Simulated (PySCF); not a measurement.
Run record: geometry optimisation, Mo(NH)2(NH2)2 (`[NH]=[Mo](=[NH])([NH2])[NH2]`).

Method: PBE0-D3(BJ)/def2-SVP geometry optimisation, gas phase, def2 core potentials past Kr (PySCF 2.14.0). Start geometry: GFN2-xTB. A driver script takes a list of jobs; this job's settings line and coordinates (Å) are shown.

Input:
```
{"job": {"xc": "PBE0", "basis": "def2-SVP", "d3": "d3bj", "grid": 1, "maxiter": 30, "shake": 0.03, "kind": "geom"}, "charge": 0, "multiplicity": 1}
Mo     0.278730    -0.077030     0.166480
N      0.064040     0.002810     1.881500
H      0.180540     0.014040     2.864460
N      1.903530    -0.016920    -0.569120
H      2.792790    -0.056430    -0.780640
N     -0.692480     1.596450    -0.512260
H     -0.412970     2.085370    -1.355760
H     -1.342610     2.138220    -0.021270
N     -0.719340    -1.558970    -0.418250
H     -1.443890    -2.093130     0.062750
H     -0.510280    -2.119910    -1.286990
```

Problem. Give the output.

Solution. 
```
step   0  E = -290.43123212  max force = 0.159541
step   1  E = -290.45519265  max force = 0.029994
step   2  E = -290.45833389  max force = 0.009913
step   3  E = -290.45945055  max force = 0.004176
step   4  E = -290.45968593  max force = 0.002644
step   5  E = -290.45973247  max force = 0.001398
step   6  E = -290.45974748  max force = 0.000726
step   7  E = -290.45975337  max force = 0.000367
optimisation converged
```

Energies in Eh; «max force» is the largest Cartesian gradient component in Eh/bohr.

Problem. How much energy does the optimisation release, in eV?

Solution. E(step 0) − E(last step) = 0.028521 Eh, which is 0.776 eV.

Main results: final energy -290.45975 Eh after 7 steps; dipole 0.08 D.

Problem. Give the final coordinates.

Solution. 0.132 Å rms from the input after alignment:
```
atom  x, y, z in Å
Mo1    0.1583   -0.0078    0.1187
N2     0.0381    0.0142    1.8470
H3     0.3992    0.0162    2.7979
N4     1.7696   -0.0383   -0.5108
H5     2.7859   -0.0615   -0.4979
N6    -0.6819    1.6165   -0.5438
H7    -0.3763    2.1137   -1.3735
H8    -1.3703    2.1517   -0.0256
N9    -0.7331   -1.6231   -0.4968
H10   -1.4289   -2.1270    0.0422
H11   -0.4626   -2.1402   -1.3265
```

Problem. Estimate the wall time. Hardware: one thread, Arm Neoverse V2 (aarch64), on a shared host. And the peak memory of the process?

Solution. About 51 s, with 0.47 GiB resident at the peak, the Python interpreter and its libraries included.
Labels such as C1 count atoms from 1, the log's own numbers from 0.
